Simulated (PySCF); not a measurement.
# Two-component Hartree-Fock for Pt⁴⁷⁺ (platinum, charge +47)

Start: [Ar] 3d10 4s2 4p1; 4p1/2 filled at m_j = +1/2. Calculated with PySCF 2.14 in an uncontracted even-tempered set (16 s from 6.6 bohr⁻², ratio 2.8; 13 p from 8.5 bohr⁻², ratio 2.8; 8 d from 15 bohr⁻², ratio 2.8; 4 f from 36 bohr⁻², ratio 3): generalised Hartree-Fock with the X2C-1e Hamiltonian and a Gaussian nucleus; one run each with spin-orbit coupling (SO) switched off, then screened by Boettger's factors.

| spinor shell | electrons | ε, spin-free (eV) | ε, screened SO (eV) | weight of nominal j (screened SO) | rms radius, screened SO (bohr) |
| --- | --- | --- | --- | --- | --- |
| 1s1/2 | 2 | -81295.6 | -81264.6 | 1.000 | 0.0194 |
| 2s1/2 | 2 | -16422.3 | -16411.6 | 1.000 | 0.0780 |
| 2p1/2 | 2 | -14569.0 | -15816.2 | 1.000 | 0.0661 |
| 3s1/2 | 2 | -5653.8 | -5649.4 | 1.000 | 0.197 |
| 3p1/2 | 2 | -5100.6 | -5389.9 | 1.000 | 0.188 |
| 3p3/2 | 4 | -5100.6 | -4981.8 | 1.000 | 0.203 |
| 3d3/2 | 4 | -4518.3 | -4568.5 | 1.000 | 0.177 |
| 3d5/2 | 6 | -4518.3 | -4480.4 | 1.000 | 0.180 |
| 4s1/2 | 2 | -2687.2 | -2685.8 | 1.000 | 0.411 |
| 4p1/2 | 1 | -2503.9 | -2596.0 | 1.000 | 0.399 |

(1) Where does 2p3/2 lie, and what is the 2p spin-orbit splitting (screened SO)?

```json
{"quantity": "E (hartree)", "spin-free": "-16832.09556", "screened SO": "-16861.44213"}
{"quantity": "M_J", "spin-free": "1/2", "screened SO": "1/2"}
{"quantity": "⟨J²⟩", "spin-free": "1.109", "screened SO": "0.751"}
{"quantity": "⟨L²⟩", "spin-free": "2.003", "screened SO": "2.069"}
{"quantity": "⟨S²⟩", "spin-free": "0.751", "screened SO": "0.817"}
```

Each row is a mean over spinors that exchange with the open shell spreads, by up to 7.515 eV (3p1/2).

Breit and QED terms are absent; they matter most for the inner s and p1/2 levels.

Densities and radii are taken from the X2C orbitals without a picture-change correction, which distorts them close to the nucleus.

Without spin-orbit coupling the j labels of p, d and f shells carry no meaning; the spin-free column gives the mean over the occupied spinors of each nl shell, and its ⟨J²⟩ belongs to a mixture of degenerate components.

Answers

(1) At -14073.6 eV, 1742.6 eV above 2p1/2.
